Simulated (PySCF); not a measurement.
Point groups of optimised structures. Method: PBE0/def2-SVPD in PySCF (dipole) on a GFN2-xTB geometry, gas phase. The symmetry is that of the one conformer found, every atom within 0.08 Å of its image; none is proved a minimum here.

Q: What symmetry has `[CH2:1]=[CH:2][C:3]([CH3:4])([CH3:5])[CH3:6]`?

A: Cs; near-prolate asymmetric top; symmetry number 1; 2 operations, which sort the 18 atoms into 13 sets; dipole 0.37 D, in the ab plane, which is the mirror; A, B, C = 4439, 2716, 2661 MHz; heavy atoms equivalent by symmetry: C4/C5.

Q: What symmetry has `O=C1C=C(F)[SiH2]1`?

A: Cs; asymmetric top; symmetry number 1; 2 operations, which sort the 9 atoms into 8 sets; dipole 2.26 D, in the ab plane, which is the mirror.

Q: `[CH2:1]=[C:2]([CH2:3][CH3:4])[CH2:5][CH3:6]` with C1–C2–C3–C4 112°, C1–C2–C5–C6 112° (2-ethyl-1-butene): symmetry, top, dipole?

A: C2; asymmetric top; symmetry number 2; 2 operations, which sort the 18 atoms into 10 sets; this conformer is chiral (no improper operation); dipole 0.54 D, along b, the twofold axis; heavy atoms equivalent by symmetry: C3/C5, C4/C6.
